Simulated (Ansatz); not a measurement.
In6Sb6H18, a cluster cut from wurtzite InSb (hydrogen-capped), relaxed as a singlet with RKS PBE-D4/def2-SVP in Ansatz, starting from a model built from a lattice or polyhedron. Force threshold 0.03 eV/Å.

In the def2 sets In, Sb take a core potential; there is no spin–orbit coupling. Single mean-field runs in def2-SVP are fitted with def2-universal-jkfit.

Start:

| atom | x (Å) | y (Å) | z (Å) |
| --- | --- | --- | --- |
| Sb1 | 1.0180 | 3.2977 | -0.6764 |
| In2 | -0.5410 | 2.5116 | 1.5475 |
| In3 | -2.6700 | 0.8287 | -2.1521 |
| Sb4 | -2.7412 | 1.0279 | 0.6307 |
| Sb5 | 1.0293 | 0.9490 | 3.2526 |
| In6 | -2.6407 | -1.5372 | 1.7536 |
| In7 | 1.9047 | 1.0452 | -2.0491 |
| Sb8 | -0.3034 | -0.4690 | -2.9377 |
| Sb9 | 3.4436 | -0.5047 | -0.3228 |
| In10 | 1.9223 | -1.3358 | 1.8698 |
| In11 | -0.1912 | -3.0114 | -1.8563 |
| Sb12 | -0.2690 | -2.8418 | 0.9518 |
| H13 | 0.0454 | 4.3006 | -1.7372 |
| H14 | 2.3718 | 4.2416 | -0.1394 |
| H15 | -1.0896 | 3.9414 | 2.3758 |
| H16 | -2.7117 | 2.4328 | -2.8558 |
| H17 | -4.0279 | -0.1013 | -2.7149 |
| H18 | -4.1864 | 1.8198 | 1.1358 |
| H19 | 2.3747 | 1.8513 | 3.7654 |
| H20 | 0.0809 | 0.4714 | 4.5859 |
| H21 | -2.6812 | -1.4090 | 3.5002 |
| H22 | -4.0206 | -2.4506 | 1.2235 |
| H23 | 2.8952 | 1.5327 | -3.4119 |
| H24 | -0.2393 | -0.5818 | -4.6534 |
| H25 | 4.8193 | 0.3622 | 0.2199 |
| H26 | 4.0449 | -1.9234 | -1.1916 |
| H27 | 2.8822 | -2.3136 | 2.9222 |
| H28 | -1.5684 | -3.9107 | -2.3861 |
| H29 | 1.2793 | -3.8200 | -2.3130 |
| H30 | -0.2300 | -4.4036 | 1.6630 |

Task: Estimate the energy that the relaxation releases and the steps that it takes.

Result: 42.1 kcal/mol, in 15 steps; 69 s on 2 threads of AMD EPYC 7R13 on a shared host and a share (18 GiB) of an NVIDIA H100 80GB HBM3. The force fell under the threshold at step 9, but the optimiser went on and released 0.009 eV more. No frequencies were taken in this run, so the end may be a saddle point.

Task: Does the start keep its bonding and symmetry?

Result: By distances, no bond broke or formed. The bond that changes most is Sb8–In11, from 2.77 to 2.90 Å (atoms count from 1). Point group Cs at the start, C3v at the end, both within 0.05 Å; within 0.015 Å the end is Cs.

Task: Predict the relaxed structure.

Result: 
```xyz
30

Sb    0.874    3.006   -0.642
In   -0.970    2.596    1.576
In   -2.764    1.196   -2.382
Sb   -2.843    0.799    0.493
Sb    0.887    0.825    2.955
In   -2.742   -1.559    2.182
In    1.793    0.929   -2.465
Sb   -0.534   -0.594   -2.885
Sb    3.133   -0.531   -0.330
In    1.806   -1.753    1.957
In    0.102   -3.281   -1.989
Sb   -0.523   -2.835    0.811
H     0.374    4.375   -1.548
H     2.283    3.753    0.014
H    -1.231    4.066    2.469
H    -2.079    2.796   -2.574
H    -4.204    0.541   -3.097
H    -4.269    1.625    0.998
H     2.300    1.756    3.287
H     0.413    0.667    4.596
H    -2.039   -0.980    3.677
H    -4.184   -2.500    1.957
H     2.933    1.554   -3.622
H    -0.439   -0.684   -4.604
H     4.345    0.519    0.304
H     4.236   -1.653   -1.015
H     2.952   -2.485    3.043
H    -1.036   -4.404   -2.665
H     1.851   -3.341   -2.029
H    -0.423   -4.401    1.526
```
Bond lengths (bridged metal pairs left out): 15 × In–Sb 2.81 to 2.91 Å; 9 × H–Sb 1.72 Å; 9 × H–In 1.74 to 1.75 Å.
